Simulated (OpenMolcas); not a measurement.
Exact exchange and the HOMO–LUMO gap of CH3AlF2O

The species is CH3AlF2O (8 atoms), meant as a singlet with charge 0. SMILES: `C[O][Al]([F])[F]`. The coordinates come from a PBE0-D4/def2-TZVP relaxation.

The HOMO–LUMO gap y, in eV, basis 6-31G(d); a is the functional's share of exact exchange. Programs: OpenMolcas 26.06.

| functional | program | a | y (eV) |
| --- | --- | --- | --- |
| PBE | OpenMolcas | 0 | 5.25 |
| BLYP | OpenMolcas | 0 | 5.15 |
| B3LYP | OpenMolcas | 0.2 | 7.17 |
| PBE0 | OpenMolcas | 0.25 | ? |
| BHLYP | OpenMolcas | 0.5 | 10.06 |

Problem. Fit y = c + s·a to the known rows and predict PBE0.

Solution. 
1. Means of the 4 rows: a = 0.1750, y = 6.908.
2. Σ(Δa)² = 0.1675, Σ(Δa·Δy) = 1.6287, so the slope is 1.6287/0.1675 = 9.7236.
3. Intercept: 6.908 − (9.7236) × 0.1750 = 5.206. The largest residual of the fit is 0.056.
4. PBE0: 5.206 + (9.7236) × 0.25 = 7.64 eV.

The run gave 7.80 eV, so the prediction is off by -0.16 eV, more than the largest residual. Exact exchange lowers occupied levels and raises empty ones. The rows mix families of semi-local functionals, which the line can't see.
